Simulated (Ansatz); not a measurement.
A structure relaxed at r2SCAN-D4/def2-SVP in Ansatz, charge 0, singlet:

```
atom    x (Å)    y (Å)    z (Å)
 Si1   3.2772  -2.5950  -1.3199
 Si2  -0.8993  -1.8184  -2.4177
 Si3  -1.6355   0.6882   3.7585
 Si4  -3.0279  -0.1665   0.2020
 Si5   0.6199  -1.0038   1.0954
 Si6   1.8302   0.9716  -1.9514
 Si7  -0.4414   2.6584   0.6750
 Si8  -1.7745   1.8456  -2.8366
 Si9   2.4298  -2.4895   0.8720
Si10   0.1023  -0.8612   3.3849
Si11  -1.2740  -1.7169  -0.0979
Si12   3.6817  -0.4546  -2.2067
Si13  -0.0647   0.2563  -3.1489
Si14  -3.5097  -0.0129   2.5053
Si15  -0.9550   2.8011   2.9649
Si16  -2.3228   1.9544  -0.5495
Si17   1.2956   1.1143   0.3344
 O18  -4.8914  -0.3341   3.1301
 H19   4.5600  -3.3702  -1.3086
 H20   2.3084  -3.3238  -2.1955
 H21  -2.2194  -2.0553  -3.0874
 H22   0.0180  -2.9423  -2.7815
 H23  -2.0054   0.7520   5.2087
 H24  -4.2447  -0.6097  -0.5513
 H25   2.1920   2.3404  -2.4528
 H26  -0.0210   4.0067   0.1660
 H27  -2.9873   1.4518  -3.6233
 H28  -1.3168   3.1933  -3.3052
 H29   2.0229  -3.8558   1.3332
 H30   3.5175  -1.9963   1.7781
 H31  -0.3102  -2.2081   3.8946
 H32   1.3252  -0.4266   4.1348
 H33  -1.7117  -3.0522   0.4282
 H34   4.0562  -0.5705  -3.6528
 H35   4.8373   0.1532  -1.4705
 H36   0.2787   0.1712  -4.6077
 H37  -2.0567   3.7922   3.1823
 H38   0.2504   3.2535   3.7319
 H39  -3.4425   2.9296  -0.3309
 H40   2.5086   1.5296   1.1159
```

Give its formula.

Si17OH22, a nanocrystal with a defect cut from the lattice of silicon (double-bonded O in place of two caps).

Summarise the bond lengths by kind (pairs closer than 1.2 times the sum of covalent radii, bridged metal pairs left out).

22 × Si–Si 2.35 to 2.36 Å; 1 × O–Si 1.55 Å; 22 × H–Si 1.50 Å.

Single mean-field runs in def2-SVP are fitted with def2-universal-jkfit.
